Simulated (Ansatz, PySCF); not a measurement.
Bond stretch in SMILES [AsH3] (H3As). The As1–H4 bond (As1 also carries H, H; H4 carries nothing else) is stretched with both fragments frozen at the PBE0/def2-TZVP optimised geometry.

Levels: UHF/cc-pVDZ (PySCF); RHF/cc-pVDZ (PySCF); UKS-r2SCAN = unrestricted r2SCAN/cc-pVDZ in PySCF; RKS-r2SCAN = PySCF with restricted r2SCAN/cc-pVDZ; UKS-LDA (SVWN5) = PySCF with unrestricted LDA (SVWN5)/cc-pVDZ; RKS-LDA (SVWN5) = restricted LDA (SVWN5)/cc-pVDZ (PySCF); UKS-PBE0 = unrestricted PBE0/cc-pVDZ in PySCF; RKS-PBE0 = restricted PBE0/cc-pVDZ in PySCF; UKS-PBE = Ansatz (an electronic-structure program) with unrestricted PBE/cc-pVDZ; RKS-PBE = restricted PBE/cc-pVDZ (Ansatz); UKS-B3LYP/6-31G* = unrestricted B3LYP/6-31G*, spherical d (PySCF); RKS-B3LYP/6-31G* = PySCF with restricted B3LYP/6-31G*, spherical d; UKS-B3LYP/LANL2DZ = unrestricted B3LYP/LANL2DZ, with its core potentials past Ne (PySCF); RKS-B3LYP/LANL2DZ = restricted B3LYP/LANL2DZ, with its core potentials past Ne in PySCF.

Scanned distances (Å): 1.21, 1.30, 1.36, 1.42, 1.49, 1.52, 1.56, 1.61, 1.67, 1.77, 1.89, 2.05, 2.27, 2.50, 2.74, 3.06, 3.35, 3.72, 4.06, 4.54, 5.30.

### Question
Where does the unrestricted solution first break spin symmetry (<S²> of 0.01 or more)?

### Answer
UHF: between 1.89 and 2.05 Å; UKS-r2SCAN: between 2.27 and 2.50 Å; UKS-LDA (SVWN5): between 2.50 and 2.74 Å; UKS-PBE0: between 2.27 and 2.50 Å; UKS-PBE: between 2.50 and 2.74 Å; UKS-B3LYP/6-31G*: between 2.27 and 2.50 Å; UKS-B3LYP/LANL2DZ: between 2.27 and 2.50 Å.

```tsv
R / Å	<S²> UHF	E(RHF) − E(UHF) / kJ/mol	<S²> UKS-r2SCAN	E(RKS-r2SCAN) − E(UKS-r2SCAN) / kJ/mol	<S²> UKS-LDA (SVWN5)	E(RKS-LDA (SVWN5)) − E(UKS-LDA (SVWN5)) / kJ/mol	<S²> UKS-PBE0	E(RKS-PBE0) − E(UKS-PBE0) / kJ/mol	<S²> UKS-PBE	E(RKS-PBE) − E(UKS-PBE) / kJ/mol	<S²> UKS-B3LYP/6-31G*	E(RKS-B3LYP/6-31G*) − E(UKS-B3LYP/6-31G*) / kJ/mol	<S²> UKS-B3LYP/LANL2DZ	E(RKS-B3LYP/LANL2DZ) − E(UKS-B3LYP/LANL2DZ) / kJ/mol
1.21	0.00	0.0	0.00	0.0	0.00	0.0	0.00	0.0	0.00	0.0	0.00	0.0	0.00	0.0
1.30	0.00	0.0	0.00	0.0	0.00	0.0	0.00	0.0	0.00	0.0	0.00	0.0	0.00	0.0
1.36	0.00	0.0	0.00	0.0	0.00	0.0	0.00	0.0	0.00	0.0	0.00	0.0	0.00	0.0
1.42	0.00	0.0	0.00	0.0	0.00	0.0	0.00	0.0	0.00	0.0	0.00	0.0	0.00	0.0
1.49	0.00	0.0	0.00	0.0	0.00	0.0	0.00	0.0	0.00	0.0	0.00	0.0	0.00	0.0
1.52	0.00	0.0	0.00	0.0	0.00	0.0	0.00	0.0	0.00	0.0	0.00	0.0	0.00	0.0
1.56	0.00	0.0	0.00	0.0	0.00	0.0	0.00	0.0	0.00	0.0	0.00	0.0	0.00	0.0
1.61	0.00	0.0	0.00	0.0	0.00	0.0	0.00	0.0	0.00	0.0	0.00	0.0	0.00	0.0
1.67	0.00	0.0	0.00	0.0	0.00	0.0	0.00	0.0	0.00	0.0	0.00	0.0	0.00	0.0
1.77	0.00	0.0	0.00	0.0	0.00	0.0	0.00	0.0	0.00	0.0	0.00	0.0	0.00	0.0
1.89	0.00	0.0	0.00	0.0	0.00	0.0	0.00	0.0	0.00	0.0	0.00	0.0	0.00	0.0
2.05	0.15	1.5	0.00	0.0	0.00	0.0	0.00	0.0	0.00	0.0	0.00	0.0	0.00	0.0
2.27	0.56	31.7	0.00	0.0	0.00	0.0	0.00	0.0	0.00	0.0	0.00	0.0	0.00	0.0
2.50	0.77	83.5	0.38	7.5	0.00	0.0	0.32	4.8	0.00	0.0	0.20	2.1	0.23	3.1
2.74	0.89	142.6	0.63	29.5	0.03	0.0	0.66	28.6	0.38	4.6	0.54	18.5	0.56	21.5
3.06	0.96	216.9	0.81	62.5	0.57	12.7	0.87	70.3	0.77	29.0	0.80	51.4	0.81	57.0
3.35	0.99	275.5	0.91	90.2	0.79	32.0	0.95	106.5	0.91	55.0	0.91	81.8	0.92	89.4
3.72	1.00	337.3	0.97	119.1	0.92	56.0	0.99	144.4	0.97	83.3	0.97	115.1	0.97	124.4
4.06	1.01	382.6	0.99	139.0	0.97	74.0	1.00	170.5	0.99	102.7	0.99	138.9	0.99	149.0
4.54	1.01	430.6	1.00	157.6	0.99	91.7	1.00	195.9	1.00	120.7	1.00	162.4	1.00	173.1
5.30	1.01	478.3	1.00	171.9	1.00	106.0	1.00	218.0	1.00	134.8	1.00	183.0	0.00	—
```

Dashes: no converged value, or the column stops at the first point that the program doubted or that broke a chosen test of continuity, which isn't proof of a fault.
